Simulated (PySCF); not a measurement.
C4H4OSe, SMILES O=C[C@@H]1C=C[Se]1. Geometry: PBE-D3(BJ)/def2-SVP. The structure was generated by enumeration; whether it is a known compound was not checked. One conformer was computed; it need not be the lowest.

The numbers are results of PySCF with PBE-D3(BJ)/def2-SVP, not measurements.

Harmonic wavenumbers (cm⁻¹): 97, 165, 219, 357, 445, 569, 632, 728, 768, 849, 877, 934, 982, 1029, 1047, 1190, 1282, 1355, 1585, 1777, 2788, 3011, 3133, 3168. Rotational constants (GHz): 4.640, 1.782, 1.444; symmetry number 1.

**Question.** Work out the zero-point energy and the ideal-gas rigid-rotor harmonic-oscillator thermochemistry at 298.15 K and 1 atm.

**Answer.** ZPE = ½ Σ hcν = ½ × 28990 cm⁻¹ = 41.44 kcal/mol. H − E(el) = 45.91 kcal/mol. Entropy in cal/(mol K): translation 40.87, rotation 27.69, vibration 12.13, total 80.69. G − E(el) = 21.85 kcal/mol. Cp = 23.28 cal/(mol K). Modes under 150 cm⁻¹ make the vibrational entropy uncertain.
